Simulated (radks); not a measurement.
Results of a calculation; reference values are marked as such.
Q: Excited configurations of Zr12+: one electron is placed in a higher orbital outside [Ar] 3d9. The ground configuration is [Ar] 3d10. Code: a radial shooting solver on a logarithmic mesh with Libxc functionals. Model: Dirac Kohn-Sham, LDA (Slater exchange, Perdew-Wang correlation), spin-unpolarised, spherical densities, finite nucleus; open shells fill j = l - 1/2 first; Fermi nuclear charge, rms radius 4.2694 fm. Excitation = E - E(ground); binding = E(ion) - E, where the ion is the core of charge +13; n* = 13/sqrt(2 binding) in atomic units. These energies are relativistic, and a one-electron ion of charge +13 with no core already has n* below n in this formula (Dirac formula, point nucleus: 4p1/2 3.996, 5s1/2 4.996, 5d3/2 4.998, 5f5/2 4.999, 6s1/2 5.996, 6p1/2 5.996, 6d3/2 5.998, 6f5/2 5.999, 7d3/2 6.998, 7f5/2 6.999). The quantum defect is therefore taken as that value minus n*, so that it holds no relativistic shift of the bare ion.

| outer orbital | excitation (eV) | binding (eV) | n* | quantum defect | eigenvalue (eV) | <r> (bohr) |
|---|---|---|---|---|---|---|
| 4p1/2 | 187.69 | 239.44 | 3.099 | 0.897 | -229.50 | 1.060 |
| 5d3/2 | 311.20 | 115.92 | 4.454 | 0.545 | -111.35 | 2.080 |
| 5f5/2 | 329.71 | 97.421 | 4.858 | 0.141 | -93.130 | 2.245 |
| 6s1/2 | 333.67 | 93.459 | 4.960 | 1.036 | -90.285 | 2.856 |
| 6p1/2 | 339.45 | 87.678 | 5.121 | 0.875 | -84.633 | 2.973 |
| 6d3/2 | 349.80 | 77.327 | 5.453 | 0.545 | -74.520 | 3.224 |
| 6f5/2 | 359.66 | 67.467 | 5.838 | 0.161 | -64.838 | 3.466 |
| 7d3/2 | 371.83 | 55.303 | 6.448 | 0.550 | -53.400 | 4.596 |
| 7f5/2 | 377.73 | 49.398 | 6.823 | 0.176 | -47.613 | 4.917 |

Estimate the row for 5s1/2.

A: excitation (eV) 280.40; binding (eV) 146.72; n* 3.959; quantum defect 1.037; eigenvalue (eV) -141.53; <r> (bohr) 1.827. The Delta-SCF ionisation energy is 427.13 eV (NIST Atomic Spectra Database: 426 eV, theoretical). Self-interaction in the functional shifts the binding energies and quantum defects, so they are the method's values and not measured ones. Spin polarisation and multiplet splitting are left out, so open shells lie too high by an amount that depends on their filling.

Beside tabulated values, note that spin-unpolarised runs miss the spin-polarisation part of the exchange energy of open shells.
